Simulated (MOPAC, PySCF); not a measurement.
[Y(Cl)3], neutral singlet in the gas phase. 

Cartesian coordinates (Å):
```xyz
4

Y     -0.0137    -0.0085     0.0237
Cl    -0.2089    -2.2648    -0.8934
Cl     1.9396     0.6028     1.3582
Cl    -1.7710     1.6368    -0.3941
```
Charge 0, spin multiplicity 1.

All levels are single points at this geometry (PBE-D3(BJ)/def2-SVP); Pople sets use spherical d functions. Orbital energies aren't observables, and empty levels follow the basis.

TPSSh-D3(BJ)/def2-TZVP in PySCF gives dipole (D) = 0.00.

Problem. Estimate the dipole (D) from each of these levels: B3LYP-D3(BJ)/def2-TZVP in PySCF; PBE-D3(BJ)/def2-TZVP in PySCF; B3LYP/6-311+G** (LANL2DZ on Y) in PySCF; B3LYP/6-31G* (LANL2DZ on Y) in PySCF; B3LYP/LANL2DZ in PySCF; BP86/6-31G* (LANL2DZ on Y) in PySCF; M06-2X/6-31G* (LANL2DZ on Y) in PySCF; PBE/6-31G* (LANL2DZ on Y) in PySCF; SVWN5/6-31G* (LANL2DZ on Y) in PySCF; HF/6-31G* (LANL2DZ on Y) in PySCF; PM6 in MOPAC; PM7 in MOPAC.

Solution. 
```
level                                    dipole (D)
---------------------------------------  ----------
B3LYP-D3(BJ)/def2-TZVP in PySCF                0.00
PBE-D3(BJ)/def2-TZVP in PySCF                  0.00
B3LYP/6-311+G** (LANL2DZ on Y) in PySCF        0.00
B3LYP/6-31G* (LANL2DZ on Y) in PySCF           0.00
B3LYP/LANL2DZ in PySCF                         0.00
BP86/6-31G* (LANL2DZ on Y) in PySCF            0.00
M06-2X/6-31G* (LANL2DZ on Y) in PySCF          0.00
PBE/6-31G* (LANL2DZ on Y) in PySCF             0.00
SVWN5/6-31G* (LANL2DZ on Y) in PySCF           0.00
HF/6-31G* (LANL2DZ on Y) in PySCF              0.00
PM6 in MOPAC                                   0.00
PM7 in MOPAC                                   0.00
```
